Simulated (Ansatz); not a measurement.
Coupled-cluster diagnostics for Cu(PH3)(SiH3) (CuSiPH6), Ansatz.

Geometry of the singlet (B3LYP-D4/def2-SVP):

Cartesian coordinates in Å:
```
Cu 0.0092 0.0005 0.0229
P -0.6880 -1.0708 -1.8730
H -0.0027 -0.8476 -3.0971
H -2.0067 -0.8553 -2.3551
H -0.7007 -2.4905 -1.9220
Si 0.7061 1.0935 1.9217
H 2.0860 0.7121 2.3891
H -0.1675 0.8657 3.1270
H 0.7641 2.5924 1.7866
```

Correlated methods freeze 19 core orbitals.

Problem. Estimate the CCSD(T) correlation energy, the shares of MP2 and (T), T1 and the reference's ⟨S²⟩ for: charge 0, singlet, own geometry in def2-TZVPP; and the rough time on 4 threads of Arm Neoverse V2 on a shared host.

Solution. 
| state | basis | correlation (eV) | MP2 share (%) | (T) share (%) | T1 | ⟨S²⟩ (pure) | wall time |
| --- | --- | --- | --- | --- | --- | --- | --- |
| charge 0, singlet, own geometry | def2-TZVPP | -23.308 | 98.8 | 4.3 | 0.023 | 0.00 (0.00) | 80 s |
Customary marks for T1 are 0.02 (closed shells), 0.045 (open shells) and about 0.05 (3d metals). T1 exceeds 0.02 in 1 of 1 rows and 0.045 in 0; the higher it lies, the less the single-reference result can be trusted.
